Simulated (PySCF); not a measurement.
**What binds HfH: the parts of the energy along the bond**

State: ²Δ, doublet, unpaired electrons δ ↑. ROHF-based CCSD(T) in PySCF 2.14 with Hf cc-pVTZ-PP with ECP60, H cc-pVTZ and Hf cc-pVQZ-PP with ECP60, H cc-pVQZ (frozen core orbitals: 4; scalar-relativistic core potentials). Correlation energies are extrapolated as n⁻³ (n = 3, 4), Hartree–Fock as (n+1)·exp(−9√n). CV is the change on freezing 0 orbitals instead, in Hf cc-pwCVTZ-PP with ECP60, H cc-pVTZ. All energies in eV from Hf (5d2 6s2) + H.

```csv
R (Å),HF/CBS,CCSD corr.,(T),CV,total
1.6126,-1.562,-0.961,-0.0165,0.0194,-2.521
1.6859,-1.783,-0.962,-0.0161,0.0458,-2.715
1.7592,-1.906,-0.962,-0.0159,0.0684,-2.816
1.8325,-1.952,-0.963,-0.0159,0.0875,-2.844
1.9058,-1.939,-0.965,-0.0160,0.1036,-2.816
1.9974,-1.859,-0.968,-0.0165,0.1200,-2.724
2.0890,-1.728,-0.973,-0.0173,0.1328,-2.585
```

A fit to the total gives Re = 1.8295 Å, De = 2.844 eV, ωe = 1683.1 cm⁻¹, Be = 5.026 cm⁻¹ (masses 179.9465 and 1.0078 u).

Task: At R = 1.8325 Å the CCSD correlation energy is -0.098424 hartree in the smaller basis and -0.100628 in the larger. Extrapolate it.

Result: (4³·E4 − 3³·E3)/(4³ − 3³) = -0.10224 hartree; the larger basis holds 98.4 % of it.

The T1 diagnostic is 0.038, large enough to doubt a single reference. The state was picked by a PBE0 search and need not be the measured ground state. Spin–orbit coupling, excitations beyond (T) and corrections to the Born–Oppenheimer picture are left out, and spin–orbit coupling matters for open p, d or f shells this heavy.
